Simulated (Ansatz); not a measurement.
Reaction (redistribution): `C#C[SiH](O)F` + `B[Te]C` → `C[Te][SiH](O)F` + `BC#C`

Isolated molecules relaxed with PBE0-D4/def2-TZVP in Ansatz; ΔE leaves out vibrations. CCSD(T)/CBS adds triple-zeta CCSD(T) − MP2 to the extrapolated MP2 energy (def2 sets, frozen cores). Functionals use def2-TZVPP. def2 core potentials past Kr. For Te outer-core shells are correlated without core-valence functions, which leaves a few kJ/mol of doubt a bond. Each species was taken in one conformer, which may not be the lowest.

```
             level  ΔE (kJ/mol)
            B2PLYP         19.4
               PBE         14.5
            r2SCAN         15.1
SCS-MP2/def2-TZVPP         26.0
   CCSD/def2-TZVPP         26.3
     HF/def2-QZVPP         11.2
     MP2/CBS(def2)         20.4
    CCSD/CBS(def2)         19.9
```

Task: What does CCSD(T)/CBS give? (Estimate.)

Result: The calculation gave: +22.5 kJ/mol. The listed levels differ from it by -3.1, -8.0, -7.4, 3.5, 3.8, -11.3, -2.1, -2.6 kJ/mol.

Largest T1 diagnostic among the species: 0.015.

In def2-TZVPP, CCSD(T) changes the Hartree–Fock value by +17.4 kJ/mol (the triples alone add +2.6 kJ/mol) and MP2 by +15.4 kJ/mol. The D4 term adds −3.7 kJ/mol with B3LYP and −2.2 kJ/mol with PBE0; it sums over pairs of atoms, weighted by their polarisabilities, and B3LYP, whose exchange is more repulsive, gets the larger term.

B3LYP here is the variant with VWN-RPA as its local correlation; programs differ in this.
